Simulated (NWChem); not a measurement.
Species: KCl; SMILES [Cl][K]

Computed with NWChem. Pople sets run with spherical d functions. The geometry was optimised at PBE0-D3(BJ)/def2-TZVP. Static field.

| level | basis functions | isotropic polarisability (bohr³) | anisotropy (bohr³) | relative time |
|---|---|---|---|---|
| CAM-B3LYP/6-31G* | 40 | 24.6 | 14.6 | 2 |
| CAM-B3LYP/6-31+G* | 48 | 25.8 | 13.6 | 2 |
| CAM-B3LYP/def2-SVP | 42 | 26.3 | 11.8 | 1 |
| CAM-B3LYP/def2-SVPD | 54 | 34.0 | 8.4 | 2 |
| CAM-B3LYP/def2-TZVP | 70 | 29.2 | 10.3 | 6 |
| CAM-B3LYP/Sadlej pVTZ | 72 | 35.0 | 8.0 | 10 |
| CAM-B3LYP/def2-TZVPD | 82 | 35.6 | 9.3 | 10 |

Relative times are rough (shared machine, one core).
